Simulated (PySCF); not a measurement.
# Nuclear quadrupole coupling in `C=CCc1ccc([SiH2]C)o1`

Species: C₈H₁₂OSi.
Z-matrix (Å and degrees, GFN2-xTB geometry), rows numbered from 1:
```
C 
C   1  1.3186
C   2  1.5021  1  124.30
C   3  1.4937  2  109.94  1  -118.86
C   4  1.3659  3  131.34  2    86.55
C   5  1.4115  4  106.03  3  -177.42
C   6  1.3693  5  107.00  4     0.27
Si  7  1.8727  6  133.94  5  -178.98
C   8  1.8970  7  108.53  6   -26.98
O   4  1.3454  3  118.58  2   -90.50
H   1  1.0766  2  122.04  3   179.43
H   1  1.0777  2  121.69  3    -1.11
H   2  1.0818  1  120.72  3  -178.58
H   3  1.0907  2  110.15  1     2.14
H   3  1.0931  2  109.34  1   122.27
H   5  1.0712  4  126.65  3     2.67
H   6  1.0714  5  126.81  4  -179.85
H   8  1.4674  7  108.36  6  -147.15
H   8  1.4713  7  109.71  6    93.46
H   9  1.0855  8  110.75  7   179.35
H   9  1.0860  8  111.59  7    59.50
H   9  1.0865  8  111.48  7   -60.81
```

Field gradients from the PBE0/pcSseg-1 density (PySCF, non-relativistic), principal values in atomic units, ordered |Vxx| ≤ |Vyy| ≤ |Vzz|:

```csv
atom,Vxx,Vyy,Vzz
O10,-0.7029,-0.7210,1.4239
```

Question: Find the asymmetry η = (Vxx − Vyy)/Vzz and the couplings χ = eQV/h (234.96 MHz × Q in barn × V in au), with Q(17O) = −0.0256 b.

Answer: 
```json
{"atom": "O10", "environment": "furan-type oxygen", "nucleus": "17O", "η": "0.01", "χzz (MHz)": "-8.57", "χxx (MHz)": "4.23", "χyy (MHz)": "4.34"}
```

The gradient is axial or nearly so (η below 0.05) at O10. 

Question: What is Vzz at O10 in SI units (1 au = 9.71736 × 10²¹ V/m²)?

Answer: 1.4239 au = 13.837 × 10²¹ V/m².

Question: What couplings would deuterons (Q(2H) = 0.00286 b) have in place of the hydrogens, at this geometry?

Answer: 
```
atom  bonded to  bond length (Å)  Vzz (au)     η  χzz (kHz)
 H11         C1            1.077    0.3387  0.05        228
 H12         C1            1.078    0.3364  0.06        226
 H13         C2            1.082    0.3232  0.06        217
 H14         C3            1.091    0.3041  0.02        204
 H15         C3            1.093    0.2996  0.01        201
 H16         C5            1.071    0.3499  0.07        235
 H17         C6            1.071    0.3491  0.06        235
 H18        Si8            1.467    0.1592  0.01        107
 H19        Si8            1.471    0.1567  0.01        105
 H20         C9            1.086    0.3261  0.01        219
 H21         C9            1.086    0.3256  0.01        219
 H22         C9            1.086    0.3237  0.01        218
```

Geometry: GFN2-xTB, one conformer, isolated molecule. GFN2-xTB bond lengths can be off by several hundredths of an ångström, more for odd bonds, and the gradients follow them. With so small a basis the couplings can be 20 % off.

These values come from a run that also computed NMR shieldings. Hardware: one thread of an Arm Neoverse N1, shared host. Cost: 1.9 min (grids of density and orbitals included), 1.1 GiB resident at most.
